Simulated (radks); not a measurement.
The numbers below are computed, except where a source is named.
Neutral lutetium: order these configurations by energy. Level of theory: scalar-relativistic Kohn-Sham, PBE, spin-polarised, spherical densities, finite nucleus; Fermi nuclear charge, rms radius of each element as measured or else 0.836 A^(1/3) + 0.57 fm (a radial shooting solver on a logarithmic mesh with Libxc functionals). Open shells are filled with parallel spins first. [Xe] 4f14 5d1 6s1 6p1; [Xe] 4f14 5d1 6s2; [Xe] 4f14 5d2 6s1; [Xe] 4f14 6s2 6p1.

Answer. From the lowest, in eV above it: [Xe] 4f14 5d1 6s2 0.000; [Xe] 4f14 6s2 6p1 0.926; [Xe] 4f14 5d2 6s1 2.047; [Xe] 4f14 5d1 6s1 6p1 2.554.
